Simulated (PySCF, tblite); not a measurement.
Isomers of C7H15P. Method: GFN2-xTB as coded in tblite; computed harmonic values from a numerical Hessian at the method's own geometry, unscaled. Against measured fundamentals such values can be off by several per cent, at times by over 20. Modes of hydrogen on phosphorus can be 10 to 20 % off. One conformer each.

Electronic energies: PBE0/pcSseg-1 single points on the GFN2-xTB geometries (PySCF, gas phase).

| SMILES | electronic energy, lowest = 0 (kcal/mol) |
| --- | --- |
| C=C(C)PC(C)(C)C | 4.6 |
| C/C=P/CC(C)(C)C | 2.7 |
| CC(C)(C)P1CCC1 | 0.0 |

How do GFN2-xTB zero-point energies change the relative energies?

| SMILES | ZPE (kcal/mol) | of it from modes above 1550 cm⁻¹ | electronic (kcal/mol) | with ZPE, lowest = 0 (kcal/mol) | lowest mode (cm⁻¹) | rings |
| --- | --- | --- | --- | --- | --- | --- |
| CC(C)(C)P1CCC1 | 127.4 | 64.4 | 0.0 | 0.0 | 73 | 1 |
| C/C=P/CC(C)(C)C | 126.5 | 64.5 | 2.7 | 1.7 | 15 | 0 |
| C=C(C)PC(C)(C)C | 124.8 | 66.1 | 4.6 | 2.0 | 50 | 0 |

The zero-point energies span 2.6 kcal/mol, from `C=C(C)PC(C)(C)C` to `CC(C)(C)P1CCC1`. The order is unchanged.

And how do the electronic energies of GFN2-xTB itself compare?

`CC(C)(C)P1CCC1` 0.0; `C/C=P/CC(C)(C)C` 8.4; `C=C(C)PC(C)(C)C` 10.8 kcal/mol, lowest = 0. Against the energies above, taken from the same isomer `CC(C)(C)P1CCC1`, the largest difference is 6.2 kcal/mol.
